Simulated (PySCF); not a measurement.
A run that did not reach its result, on `COc1ccc([SiH3])[p-]1` (driver script around PySCF, density fitting, GFN2-xTB geometry as the base; each input is a line of settings and coordinates in Å).

Command:
```bash
OMP_NUM_THREADS=1 python probes_run.py task.json out
```
Input:
```
{"job": {"kind": "j", "xc": "mPW1PW91", "basis": "6-31G-J", "scf": {"max_cycle": 8}}, "charge": -1, "multiplicity": 1}
C     -3.159723     0.255183    -0.496343
O     -2.441332    -0.742594     0.152308
C     -1.068302    -0.511943     0.176753
C     -0.211492    -1.420232     0.776622
C      1.117609    -1.015782     0.697479
C      1.305846     0.194759     0.043629
Si     2.938608     1.005943    -0.242281
P     -0.240002     0.871438    -0.503595
H     -2.839002     0.357930    -1.542828
H     -4.215914    -0.024089    -0.456831
H     -3.012334     1.230433    -0.010791
H     -0.558099    -2.330287     1.246239
H      1.940551    -1.591163     1.105533
H      4.017628     0.206524     0.378891
H      3.082440     2.364864     0.324336
H      3.335920     1.157961    -1.660533
```

Output:
```
KeyError: 'Element si (Z=14) not found in basis 6-31G-J version 0'
```

Diagnose the run.

The basis 6-31G-J in the Basis Set Exchange has no functions for silicon, so the input was refused before any integral. Choose a basis that covers all elements. The run gave no result.

Shape of the structure used: `[CH3:1][O:2][c:3]1[cH:4][cH:5][c:6]([SiH3:7])[p-:8]1`: C1–O2–C3–C4 -179°.
